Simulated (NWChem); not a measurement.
System: CH7GeN; SMILES [CH3][GeH2][NH2]

```xyz
10

Ge    -0.3520     0.0340     0.0000
C      0.6742    -1.6355     0.0000
N      0.6546     1.5766     0.0000
H     -1.2318     0.0961     1.2656
H     -1.2318     0.0961    -1.2656
H      1.3141    -1.6997    -0.8927
H      1.3141    -1.6997     0.8927
H     -0.0066    -2.5006     0.0000
H      1.2387     1.6982    -0.8234
H      1.2387     1.6982     0.8234
```
Atoms are numbered in this order, from 1.

Results from NWChem. Geometry: optimised at PBE0/def2-SVP. Total energies compare along this basis series because the functional is fixed.

```csv
level,basis functions,energy (Ha),highest occupied level (eV),orbital gap (eV),dipole (D)
Hartree-Fock/pcseg-1,90,-2171.4617,-10.51,14.43,1.72
Hartree-Fock/aug-pcseg-1,145,-2171.4753,-10.52,11.26,1.66
Hartree-Fock/pcseg-2,201,-2171.8180,-10.53,___,1.71
Hartree-Fock/STO-3G,35,-2146.9988,-8.02,20.41,1.39
Hartree-Fock/def2-SVP,95,-2171.4330,-10.47,14.72,1.77
```

Problem. Complete the blanks.

Solution. 
- Hartree-Fock/pcseg-2, orbital gap (eV): 13.03
